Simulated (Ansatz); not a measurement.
Program: Ansatz. Geometries: PBE0-D4/def2-TZVP. ΔE: electronic, gas phase. CBS: MP2 limit from def2 TZ/QZ plus the TZ coupled-cluster correction, frozen cores. This one scheme is used for every species. def2 core potentials past Kr. For Y outer-core shells are correlated without core-valence functions, which leaves a few kJ/mol of doubt a bond. One conformer a species, not always the lowest.

`C[N](C)[Y]([OH])[O][SiH3]` → `C[N](C)[Y]([OH])[OH]` + `[SiH2]`  (silylene loss)

| species | CCSD(T)/CBS(def2) energy (Eh) |
| --- | --- |
| `C[N](C)[Y]([OH])[O][SiH3]` | -614.69712 |
| `C[N](C)[Y]([OH])[OH]` | -324.37354 |
| `[SiH2]` | -290.19011 |

(1) Work out ΔE.

Largest T1 diagnostic among the species: 0.014.

Results:

(1) ΔE = (-324.37354) + (-290.19011) − (-614.69712) = 0.13347 Eh = +83.8 kcal/mol.

The D4 term adds +2.5 kcal/mol with B3LYP and +1.4 kcal/mol with PBE0; it sums over pairs of atoms, weighted by their polarisabilities, and B3LYP, whose exchange is more repulsive, gets the larger term. From BLYP to BHLYP (50 % exact exchange), in def2-TZVPP and without D4, ΔE moves by +8.4 kcal/mol. Leaving LDA and LC-ωPBE aside and taking each functional with its dispersion term where it has one, the values, not all of them listed here, spread over 9.7 kcal/mol, from BLYP-D4 to r2SCAN0-D4. LDA lies +7.3 kcal/mol from PBE without D4.

B3LYP here is the variant with VWN-RPA as its local correlation; programs differ in this.
